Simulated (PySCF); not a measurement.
## Correlation energy of Sn³⁺ (tin, charge +3)

[Kr] 4d10 5s1, 2S determinant. All numbers are calculated (PySCF 2.14, scalar relativity by spin-free X2C-1e, in aug-cc-pwCVTZ-DK3). Frozen: [Ar] 3d10; 19 electrons correlated.

MP2 pair energies summed by pair of shells (mhartree):

```json
{"pair": "4d-4d", "energy": "-337.04", "share (%)": "53.9"}
{"pair": "4p-4d", "energy": "-136.52", "share (%)": "21.8"}
{"pair": "4d-5s", "energy": "-52.43", "share (%)": "8.4"}
{"pair": "4p-4p", "energy": "-42.96", "share (%)": "6.9"}
{"pair": "4s-4d", "energy": "-29.76", "share (%)": "4.8"}
{"pair": "4s-4p", "energy": "-16.87", "share (%)": "2.7"}
{"pair": "4p-5s", "energy": "-5.89", "share (%)": "0.9"}
{"pair": "4s-4s", "energy": "-3.45", "share (%)": "0.6"}
{"pair": "4s-5s", "energy": "-0.71", "share (%)": "0.1"}
```

Total MP2 correlation energy: -625.62 mhartree.

Same-spin part -214.24 and opposite-spin part -411.39 mhartree; SCS-MP2 scales them by 1/3 and 6/5 to -565.08 mhartree.
